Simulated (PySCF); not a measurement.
A structure optimised at PBE-D3(BJ)/def2-TZVP, used in a PySCF frequency run:

```
Al
O 1 1.6142
Br 1 2.2337 2 180.00
```
Charge 0, spin multiplicity 1.

Q: Write its SMILES, formula and point group.

A: [O]=[Al][Br], AlBrO, C∞v

Q: What are its rotational constants (standard atomic weights)?

A: 2.0157 GHz (linear rotor, B only)
